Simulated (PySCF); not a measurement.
# B2H9N2P

Geometry (Å), atoms numbered from 1 in this order:
```xyz
14

N    -1.7104   -0.7830    0.4327
B    -1.3526    0.5233    0.7074
N    -0.4580    1.2585   -0.2463
B     1.0812    0.7799    0.1381
P     1.3658   -0.9216   -0.8400
H    -1.2575   -1.3211   -0.3033
H    -2.2493   -1.3346    1.0862
H    -1.7433    1.1126    1.6814
H    -0.5127    2.2678   -0.1244
H    -0.6393    1.0528   -1.2291
H     1.0669    0.5679    1.3439
H     1.8236    1.6966   -0.1691
H     2.3402   -1.5223    0.0045
H     2.2977   -0.5218   -1.8429
```

Level of theory: TDDFT CAM-B3LYP/def2-SVPD circular dichroism and optical rotation, one conformer, gas phase in PySCF. Geometry: PBE0-D3(BJ)/def2-SVP.

The bonding changed while the geometry was optimised; results refer to the coordinates, not to the name. The molecule is flexible and this is one conformer; a measurement averages over conformers. States above about 7.5 eV lie in this functional's continuum (it starts at minus the energy of the highest occupied orbital, well below the true ionisation energy for most functionals) and depend on the basis. Singlets 15 and 16 lie within 0.01 eV of each other, so their separate moments and overlaps can depend on how they mix.

(1) Draw the ECD and absorption spectra from the lowest 16 states, each a Gaussian of half-width 0.3 eV at 1/e height.

Results:

(1) 
| E (eV) | λ (nm) | Δε (L mol⁻¹ cm⁻¹) | ε (L mol⁻¹ cm⁻¹) |
| --- | --- | --- | --- |
| 4.92 | 252 | -0.66 | 120 |
| 5.07 | 245 | -2.74 | 494 |
| 5.22 | 237 | -6.82 | 1240 |
| 5.37 | 231 | -10.19 | 1910 |
| 5.52 | 225 | -8.49 | 1890 |
| 5.67 | 219 | -1.92 | 1530 |
| 5.82 | 213 | +4.75 | 1520 |
| 5.97 | 208 | +7.23 | 1810 |
| 6.12 | 203 | +6.15 | 2250 |
| 6.27 | 198 | +6.20 | 3310 |
| 6.42 | 193 | +8.47 | 4690 |
| 6.57 | 189 | +9.48 | 5180 |
| 6.72 | 184 | +9.36 | 4750 |
| 6.87 | 180 | +12.01 | 4770 |
| 7.02 | 177 | +16.83 | 6200 |
| 7.17 | 173 | +18.44 | 8630 |
| 7.32 | 169 | +13.68 | 10700 |
| 7.47 | 166 | -1.93 | 11500 |
| 7.62 | 163 | -29.25 | 11200 |
| 7.77 | 160 | -50.30 | 10400 |
| 7.92 | 157 | -50.04 | 10100 |
| 8.07 | 154 | -34.97 | 10700 |

Δε uses R in velocity form, ε uses f in length form. Only the states computed contribute, so the short-wavelength end is incomplete.
